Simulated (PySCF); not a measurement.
C₂H₈FNSi₂, SMILES C([Si@@H]([SiH2]F)N)=C. Atoms are numbered in the order given.

```xyz
14

C     -2.5260    -0.8531     0.0795
C     -1.6139    -0.4587     0.9795
Si    -0.2618     0.7686     0.5700
N     -0.7483     1.6601    -0.8414
Si     1.7483    -0.3247     0.0356
F      1.4804    -1.3859    -1.1834
H     -2.5196    -0.4584    -0.9425
H     -3.3095    -1.5803     0.3210
H     -1.6530    -0.8855     1.9906
H      0.0150     1.5772     1.8074
H     -1.6180     2.1866    -0.8231
H     -0.0565     2.1319    -1.4152
H      2.8023     0.6273    -0.4309
H      2.2828    -1.0903     1.2004
```
Charge 0, spin multiplicity 1.

The structure is a stationary point at B3LYP-D3(BJ)/def2-SVP. The structure was generated by enumeration; whether it is a known compound was not checked. Other conformers were not sampled.

Level of theory: PBE/pcSseg-1 run with PySCF.

GIAO shieldings, no solvent; atoms listed in one row are averaged. δ = σ(ref) − σ: ¹³C against TMS (σ = 182.0 ppm); ²⁹Si against TMS (σ = 335.4 ppm); ¹⁵N against NH3 (σ = 267.0 ppm); ¹⁹F against CFCl3 (σ = 133.6 ppm); ¹H against TMS (σ = 31.49 ppm), references at their B3LYP-D3(BJ)/def2-TZVP geometries, non-relativistic.

Computed chemical shifts:
| nucleus | atoms | count | δ (ppm) |
|---|---|---|---|
| ¹³C | C1 | 1 | 146.6 |
| ¹³C | C2 | 1 | 141.3 |
| ²⁹Si | Si5 | 1 | 4.7 |
| ²⁹Si | Si3 | 1 | -38.4 |
| ¹⁵N | N4 | 1 | 9.0 |
| ¹⁹F | F6 | 1 | -295.7 |
| ¹H | H7 | 1 | 7.03 |
| ¹H | H8 | 1 | 6.89 |
| ¹H | H9 | 1 | 6.67 |
| ¹H | H13 | 1 | 6.05 |
| ¹H | H14 | 1 | 5.92 |
| ¹H | H10 | 1 | 5.56 |
| ¹H | H12 | 1 | 0.47 |
| ¹H | H11 | 1 | 0.30 |
